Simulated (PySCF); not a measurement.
Screening by computed properties: pick the candidate that meets the target.

Species are written as SMILES; each is one conformer at its optimised geometry, gas phase, non-relativistic unless stated; the electronic structure was computed with PySCF and density fitting.

Dipoles, sizes and rotational constants follow the conformer. The torsions of the flexible species, by atom-mapped SMILES:
- `[CH2:1]=[CH:2][c:3]1[cH:4][n:5][cH:6][c:7]([F:8])[cH:9]1`: C1–C2–C3–C4 180°
- `[NH2:1][C@:2]12[CH2:3][C@:4]([C:5]([F:6])([F:7])[F:8])([CH2:9]1)[CH2:10]2`: C3–C4–C5–F6 -60°, H–N1–C2–C3 60°, H–N1–C2–C3 -177°
- `[CH3:1]/[N:2]=[CH:3]/[C@@H:4]1[CH2:5][C@:6]1([F:7])[CH:8]([F:9])[F:10]`: N2–C3–C4–C5 -151°, C5–C6–C8–F9 -1°

(1) Wanted: HOMO–LUMO gap between 5.2 eV and 6 eV (PBE0/pcSseg-1) and dipole moment below 3.1 D (PBE0/pcSseg-1), at GFN2-xTB geometries. Which candidate meets both?
A. `C#CC#CN=C=S`
B. `Clc1pccc2ccccc12`
C. `C=Cc1cncc(F)c1`
D. `N[C@]12C[C@](C(F)(F)F)(C1)C2`
E. `C/N=C/[C@@H]1C[C@]1(F)C(F)F`

Answers

(1) C. Computed values:
```
                     species  HOMO–LUMO gap  dipole moment
            Clc1pccc2ccccc12        4.43 eV         3.01 D
                 C#CC#CN=C=S        5.03 eV         0.92 D
              C=Cc1cncc(F)c1        5.44 eV         2.21 D
 C/N=C/[C@@H]1C[C@]1(F)C(F)F        7.12 eV         1.60 D
N[C@]12C[C@](C(F)(F)F)(C1)C2        8.30 eV         3.25 D
```
